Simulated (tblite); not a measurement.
Isomers of C6H11P. Computed values, GFN2-xTB/tblite, gas phase, harmonic and unscaled. Errors from tens to a few hundred cm⁻¹ against measured bands are possible. Modes of hydrogen on phosphorus can be 10 to 20 % off. One conformer each.

Electronic energies: GFN2-xTB at the same geometries; isomer energies are rough at this level and their order can be wrong.

```csv
SMILES,"electronic energy, lowest = 0 (kcal/mol)"
CC#CPCCC,33.5
CC1=CCP(C)C1,0.0
C=PC1CCCC1,12.2
C#CPCCCC,41.7
CC1=CP(C)CC1,1.4
CCC1=CP1CC,42.3
```

Problem. How do GFN2-xTB zero-point energies change the relative energies?

Solution. 
```
      SMILES  ZPE (kcal/mol)  of it from modes above 1550 cm⁻¹  electronic (kcal/mol)  with ZPE, lowest = 0 (kcal/mol)  lowest mode (cm⁻¹)  rings
CC1=CCP(C)C1            94.9                              49.5                    0.0                              0.0                  91      1
CC1=CP(C)CC1            95.2                              49.6                    1.4                              1.8                 102      1
  C=PC1CCCC1            97.0                              47.2                   12.2                             14.3                 19i      1
    CC#CPCCC            93.1                              49.2                   33.5                             31.8                  26      0
    C#CPCCCC            93.3                              49.5                   41.7                             40.1                  44      0
  CCC1=CP1CC            94.4                              49.9                   42.3                             41.9                  9i      1
```

The zero-point energies span 3.9 kcal/mol, from `CC#CPCCC` to `C=PC1CCCC1`. Slightly imaginary modes are left out of the zero-point energy: `C=PC1CCCC1` 18.5i cm⁻¹ and `CCC1=CP1CC` 8.8i cm⁻¹. The order is unchanged.

Problem. What do entropy and thermal enthalpy add at 298.15 K and 1 bar (rigid rotor, harmonic oscillator, one conformer each)?

Solution. 
```csv
SMILES,point group,symmetry number,S (cal/(mol K)),H − H(0) (kcal/mol),ZPE + H − H(0) − TS (kcal/mol)
CC1=CCP(C)C1,C1,1,88.3,5.89,74.4
CC1=CP(C)CC1,C1,1,89.2,5.96,74.6
CC#CPCCC,C1,1,101.8,6.98,69.7
C#CPCCCC,C1,1,97.7,6.74,70.9
```

Not tabulated: `C=PC1CCCC1` (lowest mode only 18i cm⁻¹); `CCC1=CP1CC` (lowest mode only 9i cm⁻¹).
